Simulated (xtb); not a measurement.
Si(F)2(GeH3)(OH) (F₂GeH₄OSi), SMILES O[Si]([GeH3])(F)F. All values are semi-empirical tight-binding results from xtb (GFN2-xTB unless named), good for trends rather than for accurate numbers. Coordinates come from a GFN2-xTB optimisation. This is a generated structure with no PubChem entry under its InChIKey; it may be hypothetical. One conformer was computed; it need not be the lowest.

For metal compounds this method's bond lengths and energies can be far off.

* **orbital gap**: 6.41 eV
* **zero-point energy**: 26.4 kcal/mol
* **G − E(el) at 298.15 K (modified RRHO)**: 5.2 kcal/mol
